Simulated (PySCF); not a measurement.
**Ga³⁺ (gallium, charge +3) across methods**

[Ar] 3d10, closed-shell 1S. Computed with PySCF 2.14 in aug-cc-pVTZ-DK (7s6p4d2f, 59 functions), with scalar relativity by spin-free X2C-1e.

| method | E (hartree) | mean ε 3s (eV) | mean ε 3p (eV) | mean ε 3d (eV) | Σ⟨r²⟩ (bohr²) | ⟨S²⟩ |
| --- | --- | --- | --- | --- | --- | --- |
| B3LYP | -1941.737 | -188.12 | -137.69 | -55.535 | 12.50 | 0.000 |
| TPSS | -1941.696 | -183.16 | -133.23 | -52.474 | 12.53 | 0.000 |
| CAM-B3LYP | -1941.817 | -190.13 | -139.74 | -57.572 | 12.51 | 0.000 |
| LDA | -1938.509 | -181.23 | -132.49 | -52.995 | 12.55 | 0.000 |
| UHF | -1940.19321 | -212.00 | -156.34 | -64.949 | 12.26 | 0.000 |
| revPBE | -1941.595 | -181.84 | -132.54 | -52.526 | 12.53 | 0.000 |
| PBE | -1941.418 | -181.85 | -132.61 | -52.650 | 12.55 | 0.000 |
| PBE0 | -1941.456 | -189.70 | -138.84 | -55.984 | 12.45 | 0.000 |
| r2SCAN | -1941.674 | -186.34 | -135.41 | -52.970 | 12.44 | 0.000 |
